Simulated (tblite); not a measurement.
Species: C3H9FSe2Si2.
Numbering: `[F:1]/[C:2](=[CH:3]\[CH2:4][SiH3:5])[Se:6][SiH2:7][SeH:8]` (hydrogens: H9 on C3; H10, H11 on C4; H12, H13, H14 on Si5; H15, H16 on Si7; H17 on Se8)

Computed with GFN2-xTB (tblite), gas phase: L-BFGS steps from a force-field or distance-geometry start until the largest atomic force falls under 0.01 eV/Å.

Step 58: E = -695.9202 eV
```
atom  x, y, z in Å  |  force x, y, z in eV/Å
F1     -0.9666   -2.0975    0.7657   -0.012   0.026   0.001
C2     -0.2701   -1.5406   -0.2470    0.003  -0.021  -0.011
C3     -0.7373   -0.5110   -0.9380    0.004  -0.004  -0.006
C4     -2.0049    0.1933   -0.6408    0.011  -0.007  -0.004
Si5    -1.6741    1.5961    0.6265    0.003   0.015   0.006
Se6     1.4216   -2.3966   -0.5241    0.019  -0.001   0.011
Si7     2.6314   -0.8875    0.7046    0.003  -0.045   0.013
Se8     2.5849    1.2020   -0.2280   -0.004   0.030   0.011
H9     -0.1186   -0.1223   -1.7339    0.006  -0.004   0.011
H10    -2.7325   -0.4991   -0.2185    0.000   0.001   0.004
H11    -2.4177    0.6078   -1.5588   -0.016  -0.001   0.007
H12    -1.1913    0.9772    1.8608    0.008   0.005   0.006
H13    -2.9301    2.3065    0.8557   -0.019  -0.004  -0.004
H14    -0.6596    2.4913    0.0737    0.008   0.008  -0.003
H15     3.9891   -1.4174    0.6996   -0.011   0.015   0.001
H16     2.0669   -0.6842    2.0330   -0.002  -0.009  -0.041
H17     3.0021    0.7939   -1.5404    0.000  -0.004  -0.002
```

Step 59: E = -695.9204 eV
```
atom  x, y, z in Å  |  force x, y, z in eV/Å
F1     -0.9707   -2.1077    0.7565    0.001   0.030  -0.010
C2     -0.2705   -1.5439   -0.2506   -0.005  -0.025   0.004
C3     -0.7356   -0.5090   -0.9351    0.011  -0.018  -0.019
C4     -2.0048    0.1917   -0.6371    0.013   0.001   0.000
Si5    -1.6734    1.6005    0.6242    0.002   0.012   0.004
Se6     1.4228   -2.3977   -0.5277    0.010  -0.001   0.011
Si7     2.6300   -0.8899    0.7040    0.021  -0.048   0.035
Se8     2.5834    1.2006   -0.2247   -0.006   0.039   0.009
H9     -0.1142   -0.1164   -1.7276   -0.006   0.000   0.020
H10    -2.7291   -0.5015   -0.2102    0.005   0.001   0.004
H11    -2.4224    0.6012   -1.5552   -0.009   0.003   0.008
H12    -1.1875    0.9884    1.8612    0.005   0.007  -0.002
H13    -2.9315    2.3083    0.8511   -0.017  -0.003  -0.002
H14    -0.6614    2.4959    0.0666    0.002   0.003  -0.001
H15     3.9902   -1.4164    0.6987   -0.031   0.018   0.001
H16     2.0659   -0.6886    2.0341    0.005  -0.013  -0.060
H17     3.0018    0.7964   -1.5379    0.000  -0.005  -0.001
```

**Question.** Estimate the geometry and energy of step 60. (The exact step hangs on the optimiser's Hessian estimate; all steps are aligned on step 59, rigid shifts and turns removed.)

**Answer.** E = -695.9208 eV, largest force 0.065 eV/Å
```
atom  x, y, z in Å  |  force x, y, z in eV/Å
F1     -0.9716   -2.1130    0.7487   -0.006   0.010   0.012
C2     -0.2695   -1.5464   -0.2545    0.003  -0.025   0.007
C3     -0.7331   -0.5075   -0.9334    0.004  -0.023  -0.027
C4     -2.0032    0.1909   -0.6336    0.017   0.008   0.006
Si5    -1.6728    1.6051    0.6229   -0.003   0.005  -0.001
Se6     1.4246   -2.4000   -0.5316   -0.001  -0.006   0.007
Si7     2.6278   -0.8941    0.7038    0.036  -0.031   0.039
Se8     2.5781    1.1981   -0.2227   -0.007   0.038   0.010
H9     -0.1106   -0.1134   -1.7235   -0.004   0.018   0.005
H10    -2.7246   -0.5027   -0.2028    0.007  -0.004   0.009
H11    -2.4262    0.5958   -1.5513   -0.001   0.010   0.004
H12    -1.1841    1.0000    1.8627    0.001   0.007  -0.009
H13    -2.9343    2.3082    0.8463   -0.013  -0.001   0.001
H14    -0.6637    2.5019    0.0621    0.000   0.001  -0.002
H15     3.9911   -1.4133    0.6982   -0.039   0.014   0.002
H16     2.0633   -0.6944    2.0341    0.005  -0.015  -0.063
H17     3.0017    0.7968   -1.5353    0.000  -0.005   0.001
```

The energy changes by -0.0003 eV. The first-order estimate −F·Δx gives -0.0005 eV and the mean of the old and new forces, exact on a quadratic surface, -0.0004 eV. The step makes an angle of 81° with the force vector and moves no atom by more than 0.012 Å.

What follows is the cost of the whole relaxation. On one thread, Intel Xeon Platinum 8175M at 2.50 GHz (x86_64), shared host with 96 logical CPUs at a one-minute load of 39, this took 2.9 s of wall time.
